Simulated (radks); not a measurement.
Br II, configuration [Ar] 3d10 4s2 4p4.

All-electron calculation, scalar-relativistic Kohn-Sham, SCAN, spin-polarised, spherical densities, finite nucleus; open shells are filled with parallel spins first; meta-GGA in the generalised Kohn-Sham scheme; Fermi nuclear charge, rms radius 4.1629 fm. Program: a radial shooting solver on a logarithmic mesh with Libxc functionals.

Energy parts (Ry):
part                        energy
total                  -5213.26480
kinetic                 5326.25442
electron-nucleus      -12543.43177
Hartree                 2188.76623
exchange-correlation    -184.85368

Orbitals (lengths in bohr, moments of r in powers of bohr):
orbital	occ.	eigenvalue (Ry)	<r>
1s up	1	-982.2487	0.04275
1s down	1	-982.2358	0.04275
2s up	1	-129.2999	0.1893
2s down	1	-129.2956	0.1893
2p up	3	-113.9570	0.1654
2p down	3	-113.9461	0.1655
3s up	1	-18.79287	0.5500
3s down	1	-18.78088	0.5501
3p up	3	-13.88656	0.5633
3p down	3	-13.87140	0.5631
3d up	5	-5.82290	0.5906
3d down	5	-5.80060	0.5885
4s up	1	-2.37244	1.640
4s down	1	-2.19317	1.643
4p up	3	-1.37869	1.937
4p down	1	-1.20844	1.969

The highest occupied level is 4p down at -16.442 eV. The density falls to 0.001 e/bohr^3 at r = 3.79 bohr. Spin moment in Bohr magnetons: 2. The spin density at the nucleus is 0.0177 e/bohr^3 (1s -0.2586, 2s 0.1938, 3s 0.4739, 4s -0.3914). The electron density at the nucleus is 4.495e+04 e/bohr^3 (large components only).
